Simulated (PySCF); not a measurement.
# Spinor energies of V⁶⁺ (vanadium, charge +6)

Start: [Ne] 3s2 3p5; 3p1/2 filled at m_j = -1/2, +1/2; 3p3/2 filled at m_j = -1/2, +1/2, +3/2. Calculated with PySCF 2.14 in an even-tempered Gaussian basis (20 s from 0.27 bohr⁻², ratio 2.4; 14 p from 0.35 bohr⁻², ratio 2.4; 5 d from 2.9 bohr⁻², ratio 2.6; 5 f from 4.4 bohr⁻², ratio 2.6): generalised Hartree-Fock with the X2C-1e Hamiltonian and a Gaussian nucleus; one run each with spin-orbit coupling (SO) switched off, then screened by Boettger's factors.

```json
{"spinor shell": "1s1/2", "electrons": "2", "ε, spin-free (eV)": "-5631.7", "ε, screened SO (eV)": "-5631.6", "weight of nominal j (screened SO)": "1.000", "rms radius, screened SO (bohr)": "0.0768"}
{"spinor shell": "2s1/2", "electrons": "2", "ε, spin-free (eV)": "-769.06", "ε, screened SO (eV)": "-769.00", "weight of nominal j (screened SO)": "1.000", "rms radius, screened SO (bohr)": "0.332"}
{"spinor shell": "2p1/2", "electrons": "2", "ε, spin-free (eV)": "-657.45", "ε, screened SO (eV)": "-662.76", "weight of nominal j (screened SO)": "0.997", "rms radius, screened SO (bohr)": "0.300"}
{"spinor shell": "3s1/2", "electrons": "2", "ε, spin-free (eV)": "-184.55", "ε, screened SO (eV)": "-184.53", "weight of nominal j (screened SO)": "1.000", "rms radius, screened SO (bohr)": "0.949"}
{"spinor shell": "3p1/2", "electrons": "2", "ε, spin-free (eV)": "-151.61", "ε, screened SO (eV)": "-152.69", "weight of nominal j (screened SO)": "0.726", "rms radius, screened SO (bohr)": "0.987"}
{"spinor shell": "3p3/2", "electrons": "3", "ε, spin-free (eV)": "-151.61", "ε, screened SO (eV)": "-150.98", "weight of nominal j (screened SO)": "0.817", "rms radius, screened SO (bohr)": "0.992"}
```

(1) Where does 2p3/2 lie, and what is the 2p spin-orbit splitting (screened SO)?

| quantity | spin-free | screened SO |
| --- | --- | --- |
| E (hartree) | -937.67841 | -937.69990 |
| M_J | 3/2 | 3/2 |
| ⟨J²⟩ | 3.753 | 3.753 |
| ⟨L²⟩ | 2.003 | 2.003 |
| ⟨S²⟩ | 0.751 | 0.751 |

Each row is a mean over spinors that exchange with the open shell spreads, by up to 6.137 eV (3s1/2).

Rows whose weight is well below 1 are mixtures of j = l ± 1/2: exchange outweighs spin-orbit coupling there, and the label is only the starting occupation.

Without spin-orbit coupling the j labels of p, d and f shells carry no meaning; the spin-free column gives the mean over the occupied spinors of each nl shell.

## Answers

(1) At -654.76 eV, 7.993 eV above 2p1/2.
